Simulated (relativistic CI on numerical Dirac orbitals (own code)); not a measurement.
Method of calculation: Dirac-Coulomb-Breit CI, KLI orbitals optimised for each configuration, model QED, unscaled Slater integrals (own radial code, finite nucleus).

The strongest absorption lines from the ground level of an ion, among the configurations computed and to levels below about 867 eV (vacuum wavelength in nm, gf): 3.2532 (0.45), 3.2550 (1.2), 3.3174 (1.1), 3.6335 (0.055), 3.9332 (0.091), 3.9344 (0.27), 4.2695 (0.2), 5.3122 (0.22).

Problem. Which ion is it?
A. Lu LVII
B. Eu LI
C. Ho LIII
D. Eu XLIX

Solution. D. Eu XLIX has 15 electrons and the ground level 3s2.3p3 2P°_3/2; the strongest line goes to 3s2.3p2.3d 4P_3/2. The pattern of lines fixes the number of electrons, and along that sequence the line energies rise steadily with the charge (about as its square where n changes within one kind of shell, about linearly where n is kept but much faster in heavy ions where fine structure, which grows about as Z⁴, sets the gap, and irregularly where shells cross), which fixes Z. Configurations outside the model, such as inner-shell arrays, can give stronger lines. At this charge energies of transitions that change n are usually good to better than 1 %, and those within a shell (Δn = 0) to a few per cent.

LS names give the leading component of a level, which can be under half, so a name can repeat, a term be missing and a line seem to break the LS rules.
